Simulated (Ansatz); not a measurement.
A run for Ansatz (an electronic-structure program): R-PBE0/def2-TZVPPD on N2 (SMILES N#N) with ghost functions, monomers drawn apart or pushed together. Files ending in .json are basis or fitting sets from the Basis Set Exchange.

Ansatz 0.2 input:
```yaml
crystal:
  periodic: [false, false, false]
  atoms:
    - {symbol: N, position_ang: [-0.14951255, 0.12532483, -0.21558440]}
    - {symbol: N, position_ang: [0.21958874, -0.61510117, -0.92604463]}
basis:
  gaussian:
    orbitals: def2-TZVPPD.json
    ghost_atoms:
      - {symbol: C, position_ang: [-0.15884103, 1.20642825, 2.86826539]}
      - {symbol: C, position_ang: [0.65304691, 0.01939415, 2.65603208]}
      - {symbol: N, position_ang: [1.29269200, -0.91907343, 2.47931623]}
      - {symbol: H, position_ang: [0.46156409, 2.02660800, 3.23013569]}
      - {symbol: H, position_ang: [-0.62790058, 1.50452985, 1.93053748]}
      - {symbol: H, position_ang: [-0.93683729, 1.00330032, 3.60449309]}
hamiltonian:
  xc: {name: PBE0}
scf: {lower_state_search: off}
```

It printed:

```
WARN ansatz: RAYON_NUM_THREADS=2 ignored (pool sized by the plan → 2); use --threads N
Functional definition: PBE0
these checks for a lower state are left out or cut short: stability, starts, cluster_reference, orbital_swaps, neighbouring_geometries, increment
integrals: 0.12 GiB planned
1003 factors; their error is unknown
mean field: 1.14 GiB planned
mean field evaluation 1: about -2977.2317 eV, gradient 2.3e1 eV
mean field evaluation 2: about -2977.7527 eV, gradient 1.5e1 eV
mean field evaluation 4: about -2978.1880 eV, gradient 6.5e-2 eV
mean field evaluation 8: about -2978.2015 eV, gradient 8.9e-4 eV
mean field -2978.20152192 eV, -109.4468872329 hartree, gradient 1.7e-6 eV, S^2 0.000000; 0 other end points of the search recorded, 0 dependent functions left out
reference -2978.20154130 eV, -109.4468879452 hartree; 7, 7 occupied and 229, 229 virtual orbitals, 1003 factors
Total energy: -2978.20154130 eV, -109.4468879452 hartree
Checks for a lower state left out: stability, starts, cluster_reference, orbital_swaps, neighbouring_geometries, increment
```

The run converged.

Cost: about 2.8 core-seconds (a rough figure).
